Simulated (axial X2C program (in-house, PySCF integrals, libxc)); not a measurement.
How long does NiSb take?

A bond scan computed with an axial X2C code built on PySCF integrals. Basis: Sb dyall-cv3z [11s12p8d4f1g], Ni dyall-cv3z [9s9p6d3f2g] (cores contracted in-house).

The run was started with this input:
```json
{
 "zs": [
  51,
  28
 ],
 "q": 0,
 "bas": [
  "dyall-cv3z",
  "dyall-cv3z"
 ],
 "levels": [
  "PBE0",
  "HF",
  "PBE50"
 ],
 "cc": true,
 "r0": 2.5,
 "thr": -1.0,
 "nmax": 90,
 "npts": 10,
 "nst": 2,
 "ntry": 6
}
```
```bash
python so2c.py task.json out
```

Keys: zs atomic numbers; q charge; bas basis sets; levels methods; cc coupled cluster on or off; r0 starting distance in Å; thr threshold in hartree for freezing inner shells (an s shell follows its p shell); nmax most natural virtual spinors; npts points on the curve; nst determinants followed; ntry starts of the search. HF also brings MP2.

Hardware: 1 thread of Arm Neoverse V1, with other jobs on the host.

Wall time of one point of each curve, integrals apart:

```csv
Hamiltonian,level,points,seconds a point
spin-free,PBE0,7,1.4
spin-free,HF,7,1
spin-free,PBE50,7,1.4
2c,PBE0,7,2.1
2c,HF,7,1.9
2c,PBE50,7,2
```

The rest:

Search with its distance optimisation 100 s, atoms 46 s, whole task 270 s. Coupled cluster runs on the points near the minimum only. The program drops outer points, and coupled cluster, when its time limit (not in the input) nears; MP2, further determinants and curves that did not converge are not in the table.
